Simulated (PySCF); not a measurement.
Isomers of C5H9F3O2Si.

All values: PBE0/pcSseg-1 (PySCF) at GFN2-xTB geometries, gas phase, one conformer each.

(1) Rank by the highest IAO charge on any atom, lowest value first.
A. `[OH:1][Si@@H:2]1[CH2:3][C@@H:4]([CH2:5][C:6]([F:7])([F:8])[F:9])[CH2:10][O:11]1` with H–O1–Si2–C3 75°, C3–C4–C5–C6 -174°, O1–Si2–C3–C4 -107°, Si2–C3–C4–C5 -153°, C3–C4–C10–O11 40°, C4–C10–O11–Si2 -33°
B. `[CH3:1][CH2:2][C@@H:3]1[O:4][SiH2:5][O:6][C@H:7]1[C:8]([F:9])([F:10])[F:11]` with C1–C2–C3–O4 -164°, C2–C3–O4–Si5 -110°, C3–O4–Si5–O6 -2°, O4–Si5–O6–C7 -10°, Si5–O6–C7–C8 -103°
C. `[CH3:1][C@@H:2]([CH2:3][C:4]([F:5])=[C:6]([F:7])[F:8])[O:9][SiH2:10][OH:11]` with C1–C2–C3–C4 -178°, C2–C3–C4–F5 84°, C1–C2–O9–Si10 108°, C2–O9–Si10–O11 176°, O9–Si10–O11–H -28°
D. `[CH3:1][Si:2]([CH3:3])([CH3:4])[O:5][C:6](=[O:7])[C:8]([F:9])([F:10])[F:11]` with Si2–O5–C6–O7 0°
E. `[F:1][C:2]([F:3])([F:4])[O:5][C@H:6]1[CH2:7][SiH2:8][CH2:9][CH2:10][O:11]1` with C2–O5–C6–C7 174°, O5–C6–C7–Si8 148°, C6–C7–Si8–C9 -52°, C7–Si8–C9–C10 20°, Si8–C9–C10–O11 38°

(2) Rank by dipole moment, lowest first.
A. `[CH3:1][CH2:2][C@@H:3]1[O:4][SiH2:5][O:6][C@@H:7]1[C:8]([F:9])([F:10])[F:11]` with C1–C2–C3–O4 -66°, C2–C3–O4–Si5 -146°, C3–O4–Si5–O6 5°, O4–Si5–O6–C7 13°, Si5–O6–C7–C8 98°
B. `[CH3:1][C@@H:2]1[CH2:3][O:4][SiH2:5][O:6][C@@H:7]1[C:8]([F:9])([F:10])[F:11]` with C1–C2–C3–O4 179°, C2–C3–O4–Si5 33°, C3–O4–Si5–O6 -16°, O4–Si5–O6–C7 22°
C. `[OH:1][Si@@H:2]1[CH2:3][C@@H:4]([CH2:5][C:6]([F:7])([F:8])[F:9])[CH2:10][O:11]1` with H–O1–Si2–C3 75°, C3–C4–C5–C6 -174°, O1–Si2–C3–C4 -107°, Si2–C3–C4–C5 -153°, C3–C4–C10–O11 40°, C4–C10–O11–Si2 -33°
D. `[F:1][C:2]([F:3])([F:4])[O:5][C@H:6]1[CH2:7][SiH2:8][CH2:9][CH2:10][O:11]1` with C2–O5–C6–C7 174°, O5–C6–C7–Si8 148°, C6–C7–Si8–C9 -52°, C7–Si8–C9–C10 20°, Si8–C9–C10–O11 38°
E. `[CH3:1][C@@H:2]1[CH2:3][O:4][SiH2:5][O:6][C@H:7]1[C:8]([F:9])([F:10])[F:11]` with C1–C2–C3–O4 -67°, C2–C3–O4–Si5 -39°, C3–O4–Si5–O6 19°, O4–Si5–O6–C7 -19°
F. `[CH3:1][Si:2]([CH3:3])([CH3:4])[O:5][C:6](=[O:7])[C:8]([F:9])([F:10])[F:11]` with Si2–O5–C6–O7 0°

(3) Rank by LUMO energy, highest first.
A. `[F:1][C:2]([F:3])([F:4])[O:5][C@H:6]1[CH2:7][SiH2:8][CH2:9][CH2:10][O:11]1` with C2–O5–C6–C7 174°, O5–C6–C7–Si8 148°, C6–C7–Si8–C9 -52°, C7–Si8–C9–C10 20°, Si8–C9–C10–O11 38°
B. `[OH:1][Si@@H:2]1[CH2:3][C@@H:4]([CH2:5][C:6]([F:7])([F:8])[F:9])[CH2:10][O:11]1` with H–O1–Si2–C3 75°, C3–C4–C5–C6 -174°, O1–Si2–C3–C4 -107°, Si2–C3–C4–C5 -153°, C3–C4–C10–O11 40°, C4–C10–O11–Si2 -33°
C. `[CH3:1][Si:2]([CH3:3])([CH3:4])[O:5][C:6](=[O:7])[C:8]([F:9])([F:10])[F:11]` with Si2–O5–C6–O7 0°
D. `[CH3:1][C@@H:2]1[CH2:3][O:4][SiH2:5][O:6][C@@H:7]1[C:8]([F:9])([F:10])[F:11]` with C1–C2–C3–O4 179°, C2–C3–O4–Si5 33°, C3–O4–Si5–O6 -16°, O4–Si5–O6–C7 22°
E. `[CH3:1][C@@H:2]([CH2:3][C:4]([F:5])=[C:6]([F:7])[F:8])[O:9][SiH2:10][OH:11]` with C1–C2–C3–C4 -178°, C2–C3–C4–F5 84°, C1–C2–O9–Si10 108°, C2–O9–Si10–O11 176°, O9–Si10–O11–H -28°
F. `[CH3:1][CH2:2][C@@H:3]1[O:4][SiH2:5][O:6][C@@H:7]1[C:8]([F:9])([F:10])[F:11]` with C1–C2–C3–O4 -66°, C2–C3–O4–Si5 -146°, C3–O4–Si5–O6 5°, O4–Si5–O6–C7 13°, Si5–O6–C7–C8 98°

Answers

(1) E (+0.947 e), B (+1.213 e), C (+1.230 e), D (+1.251 e), A (+1.325 e).

(2) C (1.71 D), A (1.95 D), E (2.16 D), B (2.34 D), D (3.59 D), F (4.02 D).

(3) B (1.01 eV), D (0.84 eV), A (0.67 eV), E (0.47 eV), F (0.26 eV), C (-0.72 eV).

All values together:

| SMILES | μ (D) | HOMO (eV) | LUMO (eV) | lowest IAO charge (e) | highest IAO charge (e) | lowest Hirshfeld charge (e) | highest Hirshfeld charge (e) |
| --- | --- | --- | --- | --- | --- | --- | --- |
| O[Si@@H]1C[C@@H](CC(F)(F)F)CO1 | 1.71 | -8.24 | 1.01 | -0.781 (O) | +1.325 (Si) | -0.304 (O) | +0.470 (Si) |
| O[Si@@H]1C[C@H](CC(F)(F)F)CO1 | 2.42 | -8.00 | 1.00 | -0.779 (O) | +1.327 (Si) | -0.304 (O) | +0.469 (Si) |
| FC(F)(F)O[C@H]1C[SiH2]CCO1 | 3.59 | -8.51 | 0.67 | -0.571 (C) | +0.947 (C) | -0.173 (C) | +0.348 (Si) |
| CC[C@@H]1O[SiH2]O[C@@H]1C(F)(F)F | 1.95 | -8.36 | 0.26 | -0.655 (O) | +1.213 (Si) | -0.238 (O) | +0.467 (Si) |
| FC(F)(F)O[C@H]1COCC[SiH2]1 | 3.15 | -7.82 | 0.59 | -0.563 (C) | +0.945 (C) | -0.166 (C) | +0.327 (Si) |
| C[Si](C)(C)OC(=O)C(F)(F)F | 4.02 | -8.72 | -0.72 | -0.736 (C) | +1.251 (Si) | -0.235 (O) | +0.483 (Si) |
| C[C@@H]1CO[SiH2]O[C@H]1C(F)(F)F | 2.16 | -8.11 | 0.76 | -0.654 (O) | +1.204 (Si) | -0.233 (O) | +0.448 (Si) |
| C[C@@H]1CO[SiH2]O[C@@H]1C(F)(F)F | 2.34 | -8.10 | 0.84 | -0.654 (O) | +1.208 (Si) | -0.237 (O) | +0.446 (Si) |
| C[C@@H](CC(F)=C(F)F)O[SiH2]O | 2.60 | -7.27 | 0.47 | -0.796 (O) | +1.230 (Si) | -0.311 (O) | +0.442 (Si) |
| CC[C@@H]1O[SiH2]O[C@H]1C(F)(F)F | 2.24 | -8.33 | 0.28 | -0.649 (O) | +1.213 (Si) | -0.237 (O) | +0.469 (Si) |

Conformers: `[OH:1][Si@@H:2]1[CH2:3][C@@H:4]([CH2:5][C:6]([F:7])([F:8])[F:9])[CH2:10][O:11]1` with H–O1–Si2–C3 75°, C3–C4–C5–C6 -174°, O1–Si2–C3–C4 -107°, Si2–C3–C4–C5 -153°, C3–C4–C10–O11 40°, C4–C10–O11–Si2 -33°; `[OH:1][Si@@H:2]1[CH2:3][C@H:4]([CH2:5][C:6]([F:7])([F:8])[F:9])[CH2:10][O:11]1` with H–O1–Si2–C3 72°, C3–C4–C5–C6 177°, O1–Si2–C3–C4 -146°, Si2–C3–C4–C5 160°, C3–C4–C10–O11 -31°, C4–C10–O11–Si2 8°; `[F:1][C:2]([F:3])([F:4])[O:5][C@H:6]1[CH2:7][SiH2:8][CH2:9][CH2:10][O:11]1` with C2–O5–C6–C7 174°, O5–C6–C7–Si8 148°, C6–C7–Si8–C9 -52°, C7–Si8–C9–C10 20°, Si8–C9–C10–O11 38°; `[CH3:1][CH2:2][C@@H:3]1[O:4][SiH2:5][O:6][C@@H:7]1[C:8]([F:9])([F:10])[F:11]` with C1–C2–C3–O4 -66°, C2–C3–O4–Si5 -146°, C3–O4–Si5–O6 5°, O4–Si5–O6–C7 13°, Si5–O6–C7–C8 98°; `[F:1][C:2]([F:3])([F:4])[O:5][C@H:6]1[CH2:7][O:8][CH2:9][CH2:10][SiH2:11]1` with C2–O5–C6–C7 148°, O5–C6–C7–O8 175°, C6–C7–O8–C9 -74°, C7–O8–C9–C10 74°, O8–C9–C10–Si11 -55°; `[CH3:1][Si:2]([CH3:3])([CH3:4])[O:5][C:6](=[O:7])[C:8]([F:9])([F:10])[F:11]` with Si2–O5–C6–O7 0°; `[CH3:1][C@@H:2]1[CH2:3][O:4][SiH2:5][O:6][C@H:7]1[C:8]([F:9])([F:10])[F:11]` with C1–C2–C3–O4 -67°, C2–C3–O4–Si5 -39°, C3–O4–Si5–O6 19°, O4–Si5–O6–C7 -19°; `[CH3:1][C@@H:2]1[CH2:3][O:4][SiH2:5][O:6][C@@H:7]1[C:8]([F:9])([F:10])[F:11]` with C1–C2–C3–O4 179°, C2–C3–O4–Si5 33°, C3–O4–Si5–O6 -16°, O4–Si5–O6–C7 22°; `[CH3:1][C@@H:2]([CH2:3][C:4]([F:5])=[C:6]([F:7])[F:8])[O:9][SiH2:10][OH:11]` with C1–C2–C3–C4 -178°, C2–C3–C4–F5 84°, C1–C2–O9–Si10 108°, C2–O9–Si10–O11 176°, O9–Si10–O11–H -28°; `[CH3:1][CH2:2][C@@H:3]1[O:4][SiH2:5][O:6][C@H:7]1[C:8]([F:9])([F:10])[F:11]` with C1–C2–C3–O4 -164°, C2–C3–O4–Si5 -110°, C3–O4–Si5–O6 -2°, O4–Si5–O6–C7 -10°, Si5–O6–C7–C8 -103°.
